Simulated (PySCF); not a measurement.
2,2,3,3,3-pentafluoro-1-propanol, C3H3F5O.
SMILES with atom numbers: `[OH:1][CH2:2][C:3]([F:4])([F:5])[C:6]([F:7])([F:8])[F:9]` (hydrogens: H10 on O1; H11, H12 on C2)

Torsions of this conformer, `[OH:1][CH2:2][C:3]([F:4])([F:5])[C:6]([F:7])([F:8])[F:9]`: O1–C2–C3–F4 -55°, C2–C3–C6–F7 -58°, H–O1–C2–C3 59°.

The closed-shell ground state was solved at several levels (PySCF, density fitting, gas phase, non-relativistic). Isolated species at its PBE0-D3(BJ)/def2-SVP geometry (one conformer only).

```csv
level,basis functions,HOMO (eV),LUMO (eV),gap (eV),dipole (D)
B3LYP/pcJ-1,273,-8.50,0.71,9.21,1.55
PBE0/def2-SVPD,222,-8.99,0.20,9.19,1.59
PBE/pcSseg-2,366,-7.17,-0.53,6.64,1.49
```

Task: Estimate the row for PBE0/pcSseg-1, a basis of 168 functions; the other rows only guide the guess.

Result: HOMO -8.79 eV, LUMO 1.05 eV, gap 9.84 eV, dipole 1.56 D.

Task: Over all these levels, which gives the widest orbital gap and which the narrowest?

Result: PBE0/pcSseg-1 (global hybrid, 25 % exact exchange) has the widest, 9.84 eV, and PBE/pcSseg-2 (GGA) the narrowest, 6.64 eV. Functional and basis both differ between the two, so the spread mixes both effects.

Task: How far do the dipole and the HOMO energy spread over the levels?

Result: The dipole runs from 1.49 to 1.59 D (mean 1.55 D) and the HOMO from -8.99 to -7.17 eV.
